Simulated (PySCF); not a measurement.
HFSi (SMILES F[SiH]), singlet, geometry from GFN2-xTB; PySCF with M062X/6-31G.

Here is a job for PySCF.
```python
from pyscf import gto, scf, dft

mol = gto.M(
    atom='''
Si
H  1 1.478661
F  1 1.640722 2 93.108575
''',
    basis='6-31g',
    charge=0,
    spin=0,
    verbose=5,
)

mf = dft.RKS(mol)
mf.xc = 'm062x'
mf.kernel()
```

It wrote (shortened):

```
PySCF version 2.14.0

[INPUT] verbose = 5
[INPUT] max_memory = 4000
[INPUT] num. atoms = 3
[INPUT] num. electrons = 24
[INPUT] charge = 0
[INPUT] spin (= nelec alpha-beta = 2S) = 0
[INPUT] symmetry False subgroup None
[INPUT] Mole.unit = angstrom
[INPUT] Symbol           X                Y                Z      unit          X                Y                Z       unit  Magmom
[...]
[INPUT] ---------------- BASIS SET ----------------
[INPUT] l, kappa, [nprim/nctr], expnt,             c_1 c_2 ...
[INPUT] F
[...]
                                1051.36609        0.0139160796
                                239.28569         0.0684053245
                                67.3974453        0.23318576
                                21.5199573        0.471267439
                                7.4031013         0.356618546
[...]
                                4.80830834        -0.146451658
                                1.34406986        1.12868858
[...]
                                4.80830834        0.345912103
                                1.34406986        0.722469957
[...]
[INPUT] Si
[...]
                                2425.58           0.0149288
                                553.867           0.0728478
                                156.34            0.24613
                                50.0683           0.485914
                                17.0178           0.325002
[...]
                                69.8731           -0.0357146
                                22.3363           -0.114985
                                8.15039           0.0935634
                                3.13458           0.603017
                                1.22543           0.418959
[...]
                                0.572922          0.00431572
                                0.222192          1.09818
[...]
                                69.8731           0.0326679
                                22.3363           0.134721
                                8.15039           0.328678
                                3.13458           0.44964
                                1.22543           0.261372
[...]
                                0.572922          0.253539
                                0.222192          0.800669
[...]
[INPUT] H
[...]
                                2.8253937         0.23472695
                                0.6401217         0.81375733
[...]
nuclear repulsion = 47.7490483219778
number of shells = 14
number of NR pGTOs = 72
number of NR cGTOs = 24
basis = 6-31g
ecp = {}

******** <class 'pyscf.dft.rks.RKS'> ********
method = RKS
initial guess = minao
damping factor = 0
level_shift factor = 0
DIIS = <class 'pyscf.scf.diis.CDIIS'>
diis_start_cycle = 1
diis_space = 8
diis_damp = 0
SCF conv_tol = 1e-09
SCF conv_tol_grad = None
SCF max_cycles = 50
direct_scf = True
direct_scf_tol = 1e-13
XC library pyscf.dft.libxc version 7.1.2
    S. Lehtola, C. Steigemann, M. J. T. Oliveira, and M. A. L. Marques,  SoftwareX 7, 1–5 (2018)
XC functionals = m062x
    Y. Zhao and D. G. Truhlar,  Theor. Chem. Acc. 120, 215 (2008)
    Y. Zhao and D. G. Truhlar,  Theor. Chem. Acc. 120, 215 (2008)
radial grids:
    Treutler-Ahlrichs [JCP 102, 346 (1995); DOI:10.1063/1.469408] (M4) radial grids

becke partition: Becke, JCP 88, 2547 (1988); DOI:10.1063/1.454033
pruning grids: <function nwchem_prune>
grids dens level: 3
symmetrized grids: False
atomic radii adjust function: <function treutler_atomic_radii_adjust>
small_rho_cutoff = 0
Set gradient conv threshold to 3.16228e-05
Initial guess from minao.
atom Si rad-grids = 80, ang-grids = [ 50  50  50  50  50  50  50  50  50  50  50  50  50  50  50  50  50  50
  50  50  50  50  50  86  86  86  86  86  86  86  86  86  86  86  86  86
 350 350 350 350 350 350 350 350 434 434 434 434 434 434 434 434 434 434
 434 434 434 434 434 434 434 434 350 350 350 350 350 350 350 350 350 350
 350 350 350 350 350 350 350 350]
[...]
cycle= 3 E= -389.787078216979  delta_E= -0.0941  |g|= 0.0142  |ddm|= 0.47
[...]
  mo_energy =
[-6.70699200e+01 -2.52296899e+01 -5.61870347e+00 -3.92518741e+00
 -3.92314489e+00 -3.91862715e+00 -1.31378047e+00 -6.23549900e-01
 -5.20948446e-01 -5.03641640e-01 -4.67545792e-01 -2.96587343e-01
 -7.03462491e-02  4.00172157e-02  1.41851976e-01  1.94994977e-01
  2.67450000e-01  2.71240021e-01  3.67683873e-01  9.65773191e-01
  1.29436375e+00  1.30655698e+00  1.44439017e+00  1.76581281e+00]
nelec by numeric integration = 23.99999962704387
E1 = -635.8318164799043  E2 = 198.29559329368925  Ecoul = 230.00073665645107  Exc = -31.70514336276181
cycle= 4 E= -389.787174864237  delta_E= -9.66e-05  |g|= 0.00378  |ddm|= 0.0472
[...]
  mo_energy =
[-6.70753496e+01 -2.52318695e+01 -5.62271114e+00 -3.92933325e+00
 -3.92724104e+00 -3.92280130e+00 -1.31545743e+00 -6.24510762e-01
 -5.22293516e-01 -5.05292997e-01 -4.68060044e-01 -2.97517377e-01
 -7.13830018e-02  3.92163082e-02  1.41671028e-01  1.94721163e-01
  2.66411761e-01  2.70151041e-01  3.66409349e-01  9.67203526e-01
  1.29313772e+00  1.30520551e+00  1.44339023e+00  1.76430726e+00]
nelec by numeric integration = 23.999999626715987
E1 = -635.8496809567453  E2 = 198.31344993112222  Ecoul = 230.019694089577  Exc = -31.70624415845478
cycle= 5 E= -389.787182703645  delta_E= -7.84e-06  |g|= 0.000736  |ddm|= 0.00931
[...]
  mo_energy =
[-6.70750277e+01 -2.52317410e+01 -5.62250173e+00 -3.92914470e+00
 -3.92704362e+00 -3.92259278e+00 -1.31550583e+00 -6.24527082e-01
 -5.22402347e-01 -5.05378580e-01 -4.68135364e-01 -2.97455794e-01
 -7.13689732e-02  3.92360153e-02  1.41626503e-01  1.94670473e-01
  2.66441371e-01  2.70203847e-01  3.66425369e-01  9.67044594e-01
  1.29303336e+00  1.30507792e+00  1.44333010e+00  1.76431103e+00]
nelec by numeric integration = 23.99999962678637
E1 = -635.848503067569  E2 = 198.31227156165707  Ecoul = 230.0186282480224  Exc = -31.706356686365314
cycle= 6 E= -389.787183183934  delta_E= -4.8e-07  |g|= 0.000166  |ddm|= 0.00276
[...]
  mo_energy =
[-6.70750004e+01 -2.52316799e+01 -5.62248903e+00 -3.92913570e+00
 -3.92703118e+00 -3.92257896e+00 -1.31546319e+00 -6.24492229e-01
 -5.22362815e-01 -5.05365638e-01 -4.68096262e-01 -2.97448040e-01
 -7.13688055e-02  3.92392143e-02  1.41635440e-01  1.94676100e-01
  2.66439336e-01  2.70203462e-01  3.66432488e-01  9.67093754e-01
  1.29305982e+00  1.30510838e+00  1.44336796e+00  1.76434700e+00]
nelec by numeric integration = 23.99999962688788
E1 = -635.8484021857735  E2 = 198.31217066018732  Ecoul = 230.01850889425333  Exc = -31.706338234066006
cycle= 7 E= -389.787183203608  delta_E= -1.97e-08  |g|= 3.11e-05  |ddm|= 0.000428
[...]
  mo_energy =
[-6.70750150e+01 -2.52316719e+01 -5.62249856e+00 -3.92914558e+00
 -3.92704046e+00 -3.92258862e+00 -1.31545579e+00 -6.24490049e-01
 -5.22355017e-01 -5.05365093e-01 -4.68094149e-01 -2.97450275e-01
 -7.13707485e-02  3.92389272e-02  1.41633321e-01  1.94673175e-01
  2.66436914e-01  2.70200738e-01  3.66431501e-01  9.67084413e-01
  1.29306486e+00  1.30511629e+00  1.44337552e+00  1.76435146e+00]
nelec by numeric integration = 23.99999962691619
E1 = -635.8483784853652  E2 = 198.31214695912473  Ecoul = 230.0184828596227  Exc = -31.706335900497972
cycle= 8 E= -389.787183204263  delta_E= -6.54e-10  |g|= 3.63e-06  |ddm|= 7.45e-05
[...]
  mo_energy =
[-6.70750115e+01 -2.52316727e+01 -5.62249620e+00 -3.92914315e+00
 -3.92703797e+00 -3.92258619e+00 -1.31545676e+00 -6.24489664e-01
 -5.22355156e-01 -5.05366394e-01 -4.68093253e-01 -2.97449267e-01
 -7.13702323e-02  3.92393749e-02  1.41634044e-01  1.94674173e-01
  2.66437364e-01  2.70201335e-01  3.66431946e-01  9.67086545e-01
  1.29306388e+00  1.30511566e+00  1.44337465e+00  1.76435085e+00]
nelec by numeric integration = 23.999999626917624
E1 = -635.8483888374099  E2 = 198.31215731116063  Ecoul = 230.0184945025904  Exc = -31.70633719142979
Extra cycle  E= -389.787183204272  delta_E= -8.81e-12  |g|= 2.55e-06  |ddm|= 9.52e-06
converged SCF energy = -389.787183204272
```
